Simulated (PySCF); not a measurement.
Job file and geometry (Å, from GFN2-xTB) of an NMR shielding run on SMILES C(C#C)#CCB(O)O, C$_{5}$H$_{5}$BO$_{2}$, GIAO PBE0/pcSseg-1 NMR shielding, non-relativistic, gas phase (PySCF 2.14.0, density-fitted response routines); density fitting, a coarse starting grid and PySCF grid level 2 are the driver's defaults:

```
$ OMP_NUM_THREADS=1 python probes_run.py task.json out

{"job": {"kind": "nmr", "xc": "PBE0", "basis": "pcSseg-1"}, "charge": 0, "multiplicity": 1}
C      3.856764     0.598752    -1.017835
C      2.733428     0.185788    -0.882667
C      1.462132    -0.265505    -0.716631
C      0.341968    -0.704831    -0.605369
C     -1.014120    -1.137274    -0.384468
B     -1.758163    -0.272932     0.758355
O     -3.032777    -0.590690     1.054441
O     -1.162085     0.746637     1.423771
H      4.836233     0.949359    -1.143734
H     -1.014780    -2.193331    -0.102177
H     -1.572683    -1.064166    -1.321337
H     -3.425140    -0.048492     1.740011
H     -0.255166     0.935925     1.179912
```

Problem. What does the program print?

Solution. 
```
coarse grid: 11792 points
cycle   1  E = -368.1533627167  dE =  1.338e+00  |g| = 8.819e-01  |ddm| = 3.699e+00
cycle   2  E = -368.0553435229  dE =  9.802e-02  |g| = 1.169e+00  |ddm| = 1.524e+00
cycle   3  E = -368.2928848588  dE = -2.375e-01  |g| = 1.383e-01  |ddm| = 9.080e-01
cycle   4  E = -368.2957656959  dE = -2.881e-03  |g| = 8.431e-02  |ddm| = 1.790e-01
cycle   5  E = -368.2975461859  dE = -1.780e-03  |g| = 2.049e-02  |ddm| = 7.834e-02
cycle   6  E = -368.2976505586  dE = -1.044e-04  |g| = 3.629e-03  |ddm| = 1.904e-02
cycle   7  E = -368.2976525754  dE = -2.017e-06  |g| = 2.043e-03  |ddm| = 3.761e-03
final grid: 116528 points
cycle   8  E = -368.3644657361  dE = -3.539e-05  |g| = 8.889e-03  |ddm| = 9.362e-02
cycle   9  E = -368.3644396093  dE =  2.613e-05  |g| = 1.409e-02  |ddm| = 1.625e-02
cycle  10  E = -368.3644804864  dE = -4.088e-05  |g| = 2.783e-03  |ddm| = 1.054e-02
cycle  11  E = -368.3644824613  dE = -1.975e-06  |g| = 4.660e-04  |ddm| = 2.304e-03
cycle  12  E = -368.3644825035  dE = -4.220e-08  |g| = 1.076e-04  |ddm| = 4.058e-04
cycle  13  E = -368.3644825052  dE = -1.745e-09  |g| = 5.400e-05  |ddm| = 1.086e-04
cycle  14  E = -368.3644825058  dE = -5.984e-10  |g| = 1.897e-05  |ddm| = 5.548e-05
converged SCF energy = -368.3644825058

GIAO shielding tensors (ppm)
atom      isotropic    diamagn.    paramagn.     s11        s22        s33       span
  0 C      116.485     262.679    -146.194     38.699     39.396    271.361    232.662
  1 C      112.980     248.657    -135.677     24.134     24.204    290.603    266.470
  2 C      114.114     246.590    -132.476     37.168     37.511    267.664    230.495
  3 C      104.300     265.093    -160.793      2.087     12.631    298.180    296.093
  4 C      179.952     258.205     -78.254    165.342    174.096    200.418     35.077
  5 B       72.972     193.199    -120.226     61.209     63.284     94.424     33.215
  6 O      221.757     382.064    -160.307    118.803    261.704    284.765    165.962
  7 O      205.870     390.715    -184.846     80.254    249.086    288.269    208.015
  8 H       30.580      34.261      -3.681     25.046     25.122     41.573     16.528
  9 H       29.727      28.907       0.820     24.093     28.841     36.247     12.154
 10 H       29.720      29.477       0.243     24.086     28.835     36.237     12.151
 11 H       27.404      28.899      -1.494     21.427     22.912     37.874     16.446
 12 H       26.179      33.374      -7.195     18.744     25.178     34.614     15.870
```

Size and cost of the density-fitted run: 161 basis functions, 12 s wall time on 1 thread of an AMD EPYC 9R14, shared host; peak memory 0.73 GiB.
